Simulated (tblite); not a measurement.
Isomers of C4H12Si2. All values are computed: GFN2-xTB (tblite) harmonic vibrations without scaling, gas phase. Against measured fundamentals such values can be off by several per cent, at times by over 20. Modes of hydrogen on silicon can be 10 to 20 % off. One conformer each.

Electronic energies: GFN2-xTB at the same geometries; isomer energies are rough at this level and their order can be wrong.

```
                 SMILES  electronic energy, lowest = 0 (kcal/mol)
      C=C[SiH2]CC[SiH3]                                      18.1
      C=CCC[SiH2][SiH3]                                      15.2
    CC[SiH2]/C=C\[SiH3]                                      16.3
C=C[SiH2][C@H](C)[SiH3]                                      18.3
     C[Si]1(C)C[SiH2]C1                                      16.7
[SiH3]C[C@@H]1CC[SiH2]1                                       3.0
    C[Si@@H]1CCC[SiH2]1                                       0.0
```

Question: How do GFN2-xTB zero-point energies change the relative energies?

Answer: 
```csv
SMILES,ZPE (kcal/mol),of it from modes above 1550 cm⁻¹,electronic (kcal/mol),"with ZPE, lowest = 0 (kcal/mol)",lowest mode (cm⁻¹),rings
C[Si@@H]1CCC[SiH2]1,90.6,47.8,0.0,0.3,74,1
[SiH3]C[C@@H]1CC[SiH2]1,87.4,45.8,3.0,0.0,68,1
C=CCC[SiH2][SiH3],85.9,48.4,15.2,10.8,15,0
CC[SiH2]/C=C\[SiH3],85.8,48.2,16.3,11.7,51,0
C[Si]1(C)C[SiH2]C1,89.9,49.7,16.7,16.3,44,1
C=C[SiH2]CC[SiH3],85.4,48.4,18.1,13.1,34,0
C=C[SiH2][C@H](C)[SiH3],85.5,48.5,18.3,13.5,35,0
```

The zero-point energies span 5.2 kcal/mol, from `C=C[SiH2]CC[SiH3]` to `C[Si@@H]1CCC[SiH2]1`. With it `[SiH3]C[C@@H]1CC[SiH2]1` becomes the lowest.

Question: What do entropy and thermal enthalpy add at 298.15 K and 1 bar (rigid rotor, harmonic oscillator, one conformer each)?

Answer: 
```
                 SMILES  point group  symmetry number  S (cal/(mol K))  H − H(0) (kcal/mol)  ZPE + H − H(0) − TS (kcal/mol)
    C[Si@@H]1CCC[SiH2]1           C1                1             91.1                 6.26                            69.7
[SiH3]C[C@@H]1CC[SiH2]1           C1                1             92.3                 6.26                            66.1
    CC[SiH2]/C=C\[SiH3]           C1                1             98.9                 7.04                            63.3
     C[Si]1(C)C[SiH2]C1          C2v                2             95.6                 6.93                            68.3
      C=C[SiH2]CC[SiH3]           C1                1            101.5                 7.16                            62.3
C=C[SiH2][C@H](C)[SiH3]           C1                1            100.2                 7.16                            62.7
```

Not tabulated: `C=CCC[SiH2][SiH3]` (lowest mode only 15 cm⁻¹).
